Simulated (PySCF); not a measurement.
## Correlation energy of Br⁺ (bromine, charge +1)

[Ar] 3d10 4s2 4p3 5s1, high-spin 5S determinant (an excited configuration). Calculation: PySCF 2.14, in aug-cc-pVDZ-DK (6s5p3d, 36 functions); the spin-free X2C one-electron Hamiltonian (Gaussian nucleus). Frozen: [Ar] 3d10; 6 electrons correlated.

MP2 pair energies summed by pair of shells (mhartree):

```
 pair  energy  share (%)
4s-4p  -37.72       53.0
4p-4p  -13.49       18.9
4p-5s   -8.31       11.7
4s-4s   -5.89        8.3
4s-5s   -5.82        8.2
```

Total MP2 correlation energy: -71.23 mhartree.

Same-spin part -23.53 and opposite-spin part -47.70 mhartree; SCS-MP2 scales them by 1/3 and 6/5 to -65.08 mhartree.
